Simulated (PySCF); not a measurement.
# Ionisation energy of Ne⁺ by level of theory

Ne⁺ [He] 2s2 2p5 (2P) → Ne²⁺ [He] 2s2 2p4 (3P), as a difference of total energies. Calculation: PySCF 2.14, in aug-cc-pVTZ; no relativity, point nucleus. Correlated levels: valence: 1s2 frozen. The calculations carry no spin-orbit coupling.

Order these methods by the ionisation energy they give, lowest first.
A. M06-2X
B. B97-3
C. r2SCAN
D. MP2 (valence)

D (40.763 eV), A (41.060 eV), B (41.087 eV), C (41.136 eV).

Errors of the correlated levels include the incompleteness of this basis and the frozen core.

For comparison: 40.963 eV (measured; NIST Atomic Spectra Database, ionization energies).
